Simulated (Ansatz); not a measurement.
HS, doublet, geometry from GFN2-xTB; MP2/3-21G run with Ansatz (an electronic-structure program).

Ansatz was given this input:
Ansatz 0.2 input:
```yaml
crystal:
  periodic: [false, false, false]
  atoms:
    - {symbol: S, position_ang: [-0.00000000, -0.00000000, -0.07827476]}
    - {symbol: H, position_ang: [0.00000000, 0.00000000, 1.25239617]}
basis:
  gaussian:
    orbitals: 3-21G.json
magnetization: {spin_polarized: true, initial_magnetization: 1}
correlation: {method: mp2, electrons: all}
```
The basis file holds 3-21G in the JSON format of the Basis Set Exchange.

It wrote (shortened):

```
Functional definition: HF
156 factors; integrals over basis functions are off by at most 5.6e-4 eV
mean field evaluation 1: about -10778.6483 eV, gradient 5.7e0 eV
mean field evaluation 2: about -10778.6479 eV, gradient 5.7e0 eV
mean field evaluation 4: about -10778.9219 eV, gradient 2.8e-1 eV
mean field evaluation 8: about -10778.9228 eV, gradient 6.9e-7 eV
mean field evaluation 16: about -10778.9228 eV, gradient 2.2e-6 eV
mean field -10778.92282959 eV, -396.1181077710 hartree, gradient 1.4e-6 eV, S^2 0.752613; 2 other end points of the search recorded, 0 dependent functions left out
reference -10778.92282959 eV, -396.1181077710 hartree; 9, 8 occupied and 6, 7 virtual orbitals, 156 factors
second order -1.25232836 eV of doubles, -0.00000000 eV of singles
Total energy: -10780.17515795 eV, -396.1641299894 hartree
```
